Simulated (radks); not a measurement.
Results of a calculation; reference values are marked as such.
Ionisation of the chromium ion Cr+, [Ar] 3d5, to [Ar] 3d4 as the strength of local exchange is varied. Code: a radial shooting solver on a logarithmic mesh with Libxc functionals. Model: non-relativistic Kohn-Sham, Slater X-alpha exchange (alpha = 2/3 is LDA exchange), no correlation, spin-polarised, spherical densities, point nucleus; open shells are filled with parallel spins first.

| alpha | E(Cr+) (hartree) | exchange (hartree) | IE (eV) | -e of the level emptied (eV) | <r> of it (bohr) |
|---|---|---|---|---|---|
| 0.667 | -1040.03741 | -44.36049 | 16.535 | 10.328 (3d) | 1.398 |
| 0.788 | -1048.11803 | -52.84016 | 18.733 | 12.111 (3d) | 1.325 |
| 0.82 | -1050.26614 | -55.10453 | 19.347 | 12.619 (3d) | 1.307 |
| 0.834 | -1051.20739 | -56.09804 | 19.621 | 12.846 (3d) | 1.299 |
| 0.856 | -1052.68829 | -57.66276 | 20.056 | 13.209 (3d) | 1.288 |
| 0.884 | -1054.57622 | -59.66040 | 20.619 | 13.681 (3d) | 1.273 |
| ? | -1064.40932 | -70.11495 | 23.705 | 16.317 (3d) | 1.205 |

Which alpha was used in the last row?

Answer. alpha = 1.029. NIST Atomic Spectra Database: 16.486 eV (measured). The central value is not met in this range of alpha. Open shells are spherical and high-spin; term and fine-structure splittings are not resolved.
